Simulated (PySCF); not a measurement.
Predicted microwave data (PBE0-D3(BJ)/def2-SVP geometry optimisation, gas phase in PySCF) for one isomer of C2H6Se:

```
Rotational constants : A = 11419, B = 6878, C = 4545 MHz
Dipole components    : |μa| = 0.00 D, |μb| = 1.45 D, |μc| = 0.00 D
Inertial defect      : -6.54 u·Å²
κ                    : -0.32
```

Problem. Which structure is it? (One computed conformer of each.)
A. `[CH3:1][CH2:2][SeH:3]` with C1–C2–Se3–H -64°
B. `C[Se]C` (SeMe2)

Solution. B. It is C[Se]C, an asymmetric top, point group C2v. The candidates at the same level (rigid rotor, commonest isotopes):

| SMILES | A (MHz) | B (MHz) | C (MHz) | μa (D) | μb (D) | μc (D) | Δ (u·Å²) | point group | rotor |
| --- | --- | --- | --- | --- | --- | --- | --- | --- | --- |
| C[Se]C | 11419 | 6878 | 4545 | 0.00 | 1.45 | 0.00 | -6.54 | C2v | asymmetric top |
| CC[SeH] | 27538 | 3608 | 3395 | 1.41 | 0.14 | 0.53 | -9.55 | – | near-prolate asymmetric top |

`CC[SeH]` has A 141 % too high. In the right answer the symmetry axis of this C2v structure is b, so μa and μc vanish by symmetry. No structure here is proved a minimum.
